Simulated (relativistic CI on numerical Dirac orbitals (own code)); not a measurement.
Os XXVI: sensitivity of the levels to the model

Base calculation: Dirac-Coulomb-Breit CI, KLI orbitals optimised for each configuration, QED by a radiative potential, unscaled Slater integrals.

Configurations in the expansion (outside the closed core [Ar] 3d10 4p6 4d10): 4s2 4f5, 4s2 4f4 5s, 4s2 4f3 5s2, 4s2 4f4 5p, 4s2 4f3 5s 5p, 4s2 4f3 5p2, 4s 4f6, 4s2 4f4 6s. Levels of other configurations are missing.

Variants: (1) valence Slater integrals scaled by 0.9; (2) one mean potential for all configurations; (3) only the first configuration. Shifts of the energy above 4s2 4f5 6H°_5/2, in cm⁻¹, for the lowest level and the first level of each name with at least 55 % of one term (blank where a level changes its place among those of its configuration and J or its character, or is not in the variant):

```csv
Level,Base,Δ(1),Δ(2),Δ(3)
4s2 4f5 6H°_5/2,0.0,0.0,0.0,0.0
4s2 4f5 6H°_7/2,12318.4,+883.5,-383.7,-21.2
4s2 4f5 6H°_9/2,23309.7,+1113.0,-611.9,-31.8
4s2 4f5 6F°_3/2,28189.8,-889.4,-148.9,-4.1
4s2 4f5 6F°_1/2,29571.8,-460.8,-278.3,-22.9
4s2 4f5 6H°_11/2,32579.2,+831.1,-702.9,-32.5
4s2 4f5 6F°_7/2,38617.9,-709.3,-346.7,-5.4
4s2 4f5 6H°_13/2,40191.8,+181.7,-687.6,-26.4
4s2 4f5 6F°_9/2,49234.8,-760.4,-520.0,-11.8
4s2 4f5 6F°_11/2,59058.7,-1134.1,-603.6,-14.7
4s2 4f5 4F°_3/2,62440.5,-2488.3,-153.8,+70.3
4s2 4f5 4I°_9/2,66840.3,-3764.1,+79.2,+42.2
4s2 4f5 4M°_17/2,73374.3,-3534.7,-150.8,-34.6
4s2 4f5 2P°_1/2,80003.1,-5194.2,+308.0,+99.3
```

At this charge energies of transitions that change n are usually good to better than 1 %, and those within a shell (Δn = 0) to a few per cent. Terms inside the open d or f shell come out 10 to 20 % too wide with unscaled integrals.

Ionisation energy from the two ground configurations alone: base 791.827 eV; valence Slater integrals scaled by 0.9 791.661 eV. The NIST ASD value (theoretical) is 820 eV. The gap of more than 2 % comes from missing correlation, or from a tabulated value that is itself an estimate.

LS names give the leading component of a level, which can be under half, so a name can repeat, a term be missing and a line seem to break the LS rules.
